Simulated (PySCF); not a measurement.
CH3BeFO. Atoms are numbered in the order given.

```xyz
7

Be    -0.0132     0.8216     0.0000
F      0.0280     2.2250     0.0000
O     -0.0861    -0.5694     0.0000
C      0.0431    -1.9539     0.0000
H     -0.9495    -2.4345     0.0000
H      0.5905    -2.2990    -0.8933
H      0.5905    -2.2990     0.8933
```
Charge 0, spin multiplicity 1.

The structure is a stationary point at PBE-D3(BJ)/def2-TZVP. Other conformers were not sampled.

The numbers are results of PySCF with M06-2X/def2-TZVPD, not measurements.

Symmetry labels are those of the subgroup Cs that the program uses (full group Cs).

Computed valence orbital energies around the gap with their symmetry:
```json
[
 {"orbital": "HOMO−7", "symmetry": "A'", "energy (eV)": "-15.45"},
 {"orbital": "HOMO−6", "symmetry": "A'", "energy (eV)": "-14.77"},
 {"orbital": "HOMO−5", "symmetry": "A\"", "energy (eV)": "-14.42"},
 {"orbital": "HOMO−4", "symmetry": "A'", "energy (eV)": "-14.41"},
 {"orbital": "HOMO−3", "symmetry": "A\"", "energy (eV)": "-13.47"},
 {"orbital": "HOMO−2", "symmetry": "A'", "energy (eV)": "-13.47"},
 {"orbital": "HOMO−1", "symmetry": "A'", "energy (eV)": "-10.16"},
 {"orbital": "HOMO", "symmetry": "A\"", "energy (eV)": "-10.15"},
 {"orbital": "LUMO", "symmetry": "A'", "energy (eV)": "-0.26"},
 {"orbital": "LUMO+1", "symmetry": "A'", "energy (eV)": "0.52"},
 {"orbital": "LUMO+2", "symmetry": "A\"", "energy (eV)": "0.54"},
 {"orbital": "LUMO+3", "symmetry": "A'", "energy (eV)": "0.59"}
]
```
